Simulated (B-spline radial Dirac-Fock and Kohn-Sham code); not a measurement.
Tl⁺ 5d3/2: cross section and angular parameters

System: Tl⁺, configuration [Xe] 4f14 5d10 6s2; threshold 29.76 eV (orbital energy of the model). Method: Dirac-Hartree-Slater photoionisation with a Latter tail; cross sections with all multipoles, angular parameters from the dipole term and its interference with E2. Computed with a radial B-spline solver.

Input file task.json (cfg lists n, l and occupation; rrms is the nuclear radius in fm):

```json
{"items": [{
  "Z": 81,
  "q": 1,
  "cfg": [[1, 0, 2], [2, 0, 2], [2, 1, 6], [3, 0, 2], [3, 1, 6], [3, 2, 10], [4, 0, 2], [4, 1, 6], [4, 2, 10], [4, 3, 14], [5, 0, 2], [5, 1, 6], [5, 2, 10], [6, 0, 2]],
  "A": 205,
  "rrms": 5.4759,
  "do": "xps",
  "hv": [63.8, 64.7, 75.3, 87.8, 88.5, 150, 173.0, 200, 236.0, 265.0, 285.0, 410.0, 516.0, 800, 836.0, 848.0, 1310.0, 1530.0, 1690.0, 1750.0, 2000, 3000.0, 3570.0, 4940.0, 5460.0, 8047.8, 9251.7, 12000, 12600.0, 15000]
}]}
```

Launch: `python xray2_run.py task.json out`

For linearly polarised light dσ/dΩ = σ/(4π) [1 + β P₂(cos θ) + (δ + γ cos²θ) sin θ cos φ], with θ from the polarisation vector and φ the angle between the beam and the projection of the electron momentum on the plane normal to the polarisation.

```tsv
hν (eV)	σ (kb)	β	γ	δ
63.8	7460	0.790	-0.008	0.006
64.7	7100	0.812	-0.008	0.006
75.3	4090	1.048	-0.005	0.010
87.8	2250	1.295	0.013	0.015
88.5	2180	1.308	0.014	0.015
150	196	1.964	0.370	-0.002
173	101	1.674	0.481	-0.028
200	59.0	0.808	0.395	-0.039
236	43.9	-0.338	0.073	0.002
265	42.7	-0.676	-0.078	0.042
285	43.6	-0.692	-0.106	0.061
410	48.4	-0.062	0.085	0.069
516	46.0	0.333	0.186	0.045
800	32.6	0.853	0.156	0.007
836	31.1	0.892	0.142	0.005
848	30.5	0.904	0.138	0.005
1310	16.7	1.191	-0.003	0.001
1530	12.9	1.261	-0.032	0.004
1690	10.8	1.298	-0.040	0.007
1750	10.1	1.310	-0.041	0.009
2000	7.86	1.349	-0.031	0.014
3000	3.32	1.414	0.121	0.033
3570	2.21	1.421	0.241	0.043
4940	0.969	1.403	0.546	0.065
5460	0.742	1.390	0.657	0.073
8047.8	0.247	1.312	1.143	0.111
9251.7	0.163	1.275	1.333	0.129
12000	?	?	?	?
12600	0.0622	1.176	1.766	0.181
15000	0.0353	1.114	2.007	0.218
```

**Question.** Give the values at 12000 eV.

**Answer.** σ = 0.0727 kb, β = 1.193, γ = 1.697, δ = 0.171.
